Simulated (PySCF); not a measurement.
Compound: C5H10O2Si.
Z-matrix (Å and degrees, GFN2-xTB geometry), rows numbered from 1:
```
C 
C   1  1.3244
C   2  1.4846  1  125.91
Si  3  1.9109  2  111.03  1   113.14
O   2  1.4015  1  117.37  3   174.49
C   5  1.3395  2  121.34  1   130.56
C   6  1.5070  5  109.99  2   177.33
O   6  1.2013  5  125.11  2    -2.80
H   1  1.0736  2  120.93  3     2.03
H   1  1.0752  2  121.40  3  -178.09
H   3  1.0905  2  109.35  1  -126.51
H   3  1.0885  2  108.96  1    -9.03
H   4  1.4634  3  108.53  2   -63.49
H   4  1.4644  3  110.17  2    56.37
H   4  1.4625  3  107.72  2   176.13
H   7  1.0883  6  108.62  5   -77.42
H   7  1.0857  6  109.68  5   163.23
H   7  1.0861  6  110.13  5    41.08
```

Method used: PySCF, TDDFT CAM-B3LYP/def2-SVPD, vertical, gas phase, core orbitals frozen in the response.

Lowest singlets, with some entries withheld (?).

| state | ν̃ (cm⁻¹) | f | main configurations (H = HOMO, L = LUMO) |
| --- | --- | --- | --- |
| S1 | ? | ? | ? |
| S2 | 53170 | 0.297 | H→L (74%), H-1→L (16%) |
| S3 | 55040 | 0.0038 | H→L+1 (76%), H→L+2 (9%) |
| S4 | 58750 | 0.169 | H→L+3 (64%), H→L+2 (18%) |
| S5 | 61950 | 0.034 | H→L+2 (41%), H→L+1 (16%), H→L+3 (16%) |
| S6 | ? | ? | ? |
| S7 | 63510 | 0.015 | H→L+5 (27%), H-2→L (23%), H→L+2 (10%) |
| S8 | 63900 | 0.068 | H→L+5 (31%), H-2→L (24%) |

(1) Supply the missing values.

(2) Where do the lowest triplets lie (Tamm–Dancoff)?

(3) How far apart are S6 and S7, in eV and cm⁻¹?

(4) What is the mean static polarisability from the same response equations?

Answers

(1) 
- S1: ν̃ = 46370 cm⁻¹; f = 0.019; H-1→L (46%), H→L (20%), H-1→L+3 (13%)
- S6: ν̃ = 63060 cm⁻¹; f = 0.0072; H→L+4 (46%), H→L+7 (18%)

(2) T1 4.23 eV, H→L (65%), H→L+3 (13%); T2 5.30 eV, H-1→L (54%), H-1→L+3 (16%), H-1→L+2 (9%); T3 6.16 eV, H-2→L (32%), H-2→L+3 (10%). E(S1) − E(T1) = +1.52 eV.

(3) 7.875 − 7.818 = 0.057 eV, or about 460 cm⁻¹.

(4) 94.1 au (13.95 Å³), with principal values 81.4, 95.4 and 105.6 au.

Hardware: Arm Neoverse V1, one thread, shared host with 32 logical CPUs at a one-minute load of 8.7. Cost: 67 s, 1.2 GiB resident at most.

One conformer stands for the species.
